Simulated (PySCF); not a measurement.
C7H13O2P.
Geometry (GFN2-xTB, Å), atoms numbered from 1 in this order:
```xyz
23
C7H13O2P angstrom
C      3.9247    0.2114   -0.3585
O      2.9025   -0.0663   -1.2863
C      1.7891   -0.6772   -0.7068
P      0.9725    0.3837    0.5920
O      1.4765    0.1632    1.9507
C     -0.8008    0.1571    0.4077
C     -1.5688   -0.3097    1.3868
C     -3.0051   -0.4035    0.9909
C     -3.0378    0.1239   -0.4594
C     -1.5824    0.4752   -0.8340
H      3.5846    0.9157    0.4091
H      4.7448    0.6503   -0.9238
H      4.2635   -0.7063    0.1362
H      2.0576   -1.6254   -0.2085
H      1.0963   -0.8857   -1.5242
H      1.1919    1.6661    0.0797
H     -1.2147   -0.5911    2.3635
H     -3.3537   -1.4365    1.0597
H     -3.6301    0.1925    1.6593
H     -3.6753    1.0034   -0.5333
H     -3.4379   -0.6305   -1.1349
H     -1.2298   -0.1121   -1.6843
H     -1.4726    1.5286   -1.0987
```

Probes without a nucleus sit at each ring's centroid and 1 Å off its mean plane on both sides; NICS is minus the shielding there, NICSzz its component along the normal. Level: GIAO PBE0/pcSseg-1 (PySCF, non-relativistic, gas phase) on the GFN2-xTB geometry, one conformer.

Ring bond lengths (Å), with Mayer bond orders in brackets: C6–C7 1.329 (1.85), C7–C8 1.493 (1.03), C8–C9 1.544 (1.03), C9–C10 1.543 (1.02), C10–C6 1.501 (0.99).

Problem. What do the NICS probes read (ppm)?

Solution. 
```csv
ring,type,NICS(0),"NICS(1), two faces","NICS(1)zz, two faces",rms pucker (Å),"centre to ring atoms, mean (Å)"
C6–C7–C8–C9–C10,"5-membered carbocycle; formal bonds 1 double, 4 single",-1.5,-2.7 / -2.7,-2.7 / -2.2,0.01,1.26
```

Problem. What can be read from them?

Solution. 
- C6–C7–C8–C9–C10: mean NICS(1)zz -2.5 ppm, near zero. C8, C9, C10 have four or more neighbours, and the NICS criterion for π rings isn't applied.

Problem. At the second NICS(1) probe listed for ring C6–C7–C8–C9–C10, 1 Å off the ring, what do the in-plane components average?

Solution. The isotropic value is a third of the trace: (3 × -2.7 − (-2.2))/2 = -3.0 ppm.
